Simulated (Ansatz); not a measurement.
Stepwise reaction of `[Br][AlH][Br]` with hydrogen, as a gas-phase model of exchange steps in deposition or etching. ΔE in kJ/mol; ΔG adds harmonic PBE0-D4 terms to CCSD(T)/CBS, at 1 bar.

Calculated with Ansatz (gas phase, PBE0-D4/def2-TZVP geometries, no zero-point term in ΔE). CBS: MP2 limit from def2 TZ/QZ plus the TZ coupled-cluster correction, frozen cores. This one scheme is used for every species. Functionals use def2-TZVPP. B3LYP here is the variant with VWN-RPA as its local correlation; programs differ in this. For Br outer-core shells are correlated without core-valence functions, which leaves a few kJ/mol of doubt a bond. Scalar relativity is left out up to krypton.

```csv
step,reaction,PBE-D4,B3LYP-D4,ωB97M-V,CCSD(T)/CBS,ΔG(500 K)
2,`[AlH2][Br]` + H₂ → `[AlH3]` + HBr,149.2,148.3,150.6,154.4,149.0
```

Q: Give the row of step 1, `[Br][AlH][Br]` + H₂ → `[AlH2][Br]` + HBr. (An estimate is asked.)

A: The calculation gave: 
| step | reaction | PBE-D4 | B3LYP-D4 | ωB97M-V | CCSD(T)/CBS | ΔG(500 K) |
| --- | --- | --- | --- | --- | --- | --- |
| 1 | `[Br][AlH][Br]` + H₂ → `[AlH2][Br]` + HBr | 142.4 | 141.8 | 142.8 | 147.6 | 137.7 |

Q: By hand: ΔE of the 2 steps together at CCSD(T)/CBS.

A: (147.6) + (154.4) = 302.0 kJ/mol, or 151.0 kJ/mol a step.

In ΔE each step is higher than the one before. All are uphill at CCSD(T)/CBS. ΔG lies between 137.7 and 149.0 kJ/mol a step. PBE-D4 differs from CCSD(T)/CBS by -5.2 to -5.2 kJ/mol a step. Isolated molecules leave out the surface, adducts and barriers. Largest T1 diagnostic: 0.008.
